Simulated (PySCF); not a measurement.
**Pb (lead, neutral) across methods**

[Xe] 4f14 5d10 6s1 6p2 7s1, high-spin 5P determinant (an excited configuration). Computed with PySCF 2.14 in aug-cc-pVTZ-PP with ECP60MDF, with a scalar-relativistic core potential.

```json
{"method": "PBE", "E (hartree)": "-192.4359", "mean ε 6s α (eV)": "-16.497", "mean ε 6p α (eV)": "-7.045", "mean ε 7s α (eV)": "-1.921", "Σ⟨r²⟩ (bohr²)": "96.66", "⟨S²⟩": "6.002"}
{"method": "M06-2X", "E (hartree)": "-192.3112", "mean ε 6s α (eV)": "-20.066", "mean ε 6p α (eV)": "-9.205", "mean ε 7s α (eV)": "-2.682", "Σ⟨r²⟩ (bohr²)": "96.38", "⟨S²⟩": "6.002"}
{"method": "B97-3", "E (hartree)": "-192.4457", "mean ε 6s α (eV)": "-18.003", "mean ε 6p α (eV)": "-7.960", "mean ε 7s α (eV)": "-2.232", "Σ⟨r²⟩ (bohr²)": "97.58", "⟨S²⟩": "6.001"}
{"method": "wB97X", "E (hartree)": "-192.4299", "mean ε 6s α (eV)": "-20.501", "mean ε 6p α (eV)": "-9.943", "mean ε 7s α (eV)": "-3.111", "Σ⟨r²⟩ (bohr²)": "97.99", "⟨S²⟩": "6.001"}
{"method": "r2SCAN", "E (hartree)": "-192.5027", "mean ε 6s α (eV)": "-17.198", "mean ε 6p α (eV)": "-7.486", "mean ε 7s α (eV)": "-1.916", "Σ⟨r²⟩ (bohr²)": "97.21", "⟨S²⟩": "6.005"}
{"method": "BLYP", "E (hartree)": "-192.3743", "mean ε 6s α (eV)": "-16.221", "mean ε 6p α (eV)": "-6.773", "mean ε 7s α (eV)": "-1.712", "Σ⟨r²⟩ (bohr²)": "96.89", "⟨S²⟩": "6.001"}
{"method": "UHF", "E (hartree)": "-191.48137", "mean ε 6s α (eV)": "-21.966", "mean ε 6p α (eV)": "-10.676", "mean ε 7s α (eV)": "-3.006", "Σ⟨r²⟩ (bohr²)": "99.32", "⟨S²⟩": "6.006"}
{"method": "PBE0", "E (hartree)": "-192.4182", "mean ε 6s α (eV)": "-18.080", "mean ε 6p α (eV)": "-8.081", "mean ε 7s α (eV)": "-2.265", "Σ⟨r²⟩ (bohr²)": "97.08", "⟨S²⟩": "6.002"}
```

Question: Estimate the same row for LDA.

Answer: E (hartree) = -192.1258; mean ε 6s α (eV) = -16.756; mean ε 6p α (eV) = -7.155; mean ε 7s α (eV) = -2.019; Σ⟨r²⟩ (bohr²) = 95.91; ⟨S²⟩ = 6.001.

Energies and moments cover only the electrons outside the core potential. Spin-orbit coupling is strong in this species (close to jj coupling), so the high-spin LS determinant is a model state, not a physical level. The outer electron is Rydberg-like, and this basis confines it to a smaller radius and binds it less than a complete one would.
